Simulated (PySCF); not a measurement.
BFH, charge +1, multiplicity 1.

```xyz
3

B      0.0000     0.0000    -0.6520
F      0.0000     0.0000     0.5658
H      0.0000     0.0000    -1.8323
```
Charge +1, spin multiplicity 1.

Geometry optimised at ωB97X-D3(BJ)/def2-TZVPD. The multiplicity is an assumed one; other spin states were not compared. The isomer is the one that the SMILES or the coordinates give; other isomers of the formula were not compared.

Level of theory: HF/pcSseg-2 run with PySCF. Non-relativistic, no solvent.

Computed absolute GIAO shielding of each atom: isotropic value and principal components (ppm):
| atom | σ(iso) | σ11 | σ22 | σ33 | span |
|---|---|---|---|---|---|
| B1 | 91.6 | 34.6 | 34.6 | 205.5 | 170.9 |
| F2 | 229.6 | 103.5 | 103.5 | 481.7 | 378.1 |
| H3 | 25.1 | 22.3 | 22.3 | 30.7 | 8.3 |
